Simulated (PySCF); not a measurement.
Si(F)(OH)(SeH)2 (FH₃OSe₂Si), SMILES [Si](O)([SeH])([SeH])F. Atoms are numbered in the order given.

```xyz
8

O     -0.6554    -0.7430     1.9152
Si    -0.5447    -0.2968     0.3322
F     -1.9548    -0.6371    -0.3983
Se     1.1884    -1.4126    -0.5349
Se    -0.3087     1.9069    -0.0491
H     -1.3874    -0.3702     2.4210
H      0.9780    -2.5510     0.3667
H      0.9614     1.9453     0.6834
```

Coordinates come from a ωB97X-D3(BJ)/def2-SVP optimisation. Other conformers were not sampled.

All values below come from B3LYP/def2-TZVP run with PySCF.

ESP charges are fitted to the potential on shells at 1.4 to 2.0 van der Waals radii. Atomic charges (e):

| atom | Löwdin | ESP fit |
|---|---|---|
| O1 | -0.11 | … |
| Si2 | -0.49 | 0.41 |
| F3 | 0.00 | -0.19 |
| Se4 | 0.16 | … |
| Se5 | 0.14 | … |
| H6 | 0.18 | … |
| H7 | 0.06 | 0.19 |
| H8 | 0.06 | 0.13 |

Problem. Some entries are withheld; supply them. (Estimate from the structure and the level; the computed values follow.)

Solution. 
- O1, ESP fit: -0.62
- Se4, ESP fit: -0.20
- Se5, ESP fit: -0.15
- H6, ESP fit: 0.44

Problem. Give the Mayer and Wiberg (Löwdin basis) orders of the bonds. (Estimate from the structure and the level; the computed values follow.)

Solution. 
```tsv
bond	Mayer	Wiberg
O1–Si2	1.21	1.69
Si2–F3	1.08	1.67
Si2–Se4	1.18	1.62
Si2–Se5	1.15	1.59
O1–H6	0.87	1.01
Se4–H7	0.95	1.00
Se5–H8	0.95	1.00
```
